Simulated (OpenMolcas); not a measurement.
2s² 2p along the 5-electron sequence

```
Program             : OpenMolcas
Method              : RASSCF
Basis               : ANO-R2
Scalar Hamiltonian  : X2C, finite nucleus
Spin-orbit coupling : state interaction with AMFI integrals over the reference wave functions, term energies averaged over their components
```

Active space for each ion: 3 electrons in 9 orbitals (RAS2 2s 2p; RAS3 3d, at most 2 electrons).

Computed levels in cm-1 above ²P°_1/2:

| Level | B | C+ | N2+ | O3+ | F4+ | Ne5+ |
| --- | --- | --- | --- | --- | --- | --- |
| ²P°_3/2 | 14.3 | 55.7 | 156 | 349 | 678 | 1203 |
| weight of ²P° in the lowest level (%) | 100 | 100 | 100 | 100 | 100 | 100 |

Measured, with the error of the calculation in %. Measured levels: B, C+ from NIST Handbook of Basic Atomic Spectroscopic Data; N2+ from Moore, Selected Tables of Atomic Spectra, NSRDS-NBS 3, section 5; O3+ from Moore, Selected Tables of Atomic Spectra, NSRDS-NBS 3, section 10; F4+ from Moore, Atomic Energy Levels, vol. I, NSRDS-NBS 35 (1971 reprint of NBS Circular 467, 1949); Ne5+ from NIST levels in Podobedova, Fuhr, Reader and Wiese, J. Phys. Chem. Ref. Data 33, 525 (2004).

```csv
Level,B,C+,N2+,O3+,F4+,Ne5+
²P°_3/2,15.3 (-6.6),63.4 (-12.2),174 (-10.6),386 (-9.7),746 (-9.1),1310 (-8.2)
```

The fine-structure level ²P°_3/2 changes by a factor of 84.1 from B to Ne5+. Its fourth root runs 1.94, 2.73, 3.53, 4.32, 5.10, 5.89, with steps per unit of Z of 0.79, 0.80, 0.79, 0.78, 0.79; equal steps would mean a (Z - σ)^4 law with constant σ.

Active for correlation alone: 3d; no level in the range computed is led by a configuration that fills it, so any true level of that kind is missing. Without dynamic correlation excited terms often stand tens of per cent too high (terms of higher spin than the ground term too low), and those without a measured partner can miss by more than the paired ones (holds for B; C+). Computed and measured levels are paired by configuration, term and J; levels that our copy of the source lacks, or whose pairing is in doubt (as where it misses far off the trend of its configuration), stay unpaired and out of the deviations. Only configurations of the active space appear.

° marks odd parity.
